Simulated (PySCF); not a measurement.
Level of theory: TPSSh-D3(BJ)/def2-TZVP // PBE0-D3(BJ)/def2-SVP run with PySCF. Isolated molecules, 0 K electronic values unless said otherwise. One relaxed conformer stands for a flexible species; it need not be the lowest. 

Reference species (SMILES): `B[C@H]1CC[C@@H](C#N)CC1` (neutral, multiplicity 1).

* **HOMO**: -7.82 eV
* **S1 oscillator strength**: 0.006

Changed species: `BC1(C#N)CCCCC1`.

What does the change do to the HOMO and S1 oscillator strength?

the HOMO decreases by 0.14 eV, to -7.96 eV; the S1 oscillator strength hardly moves.
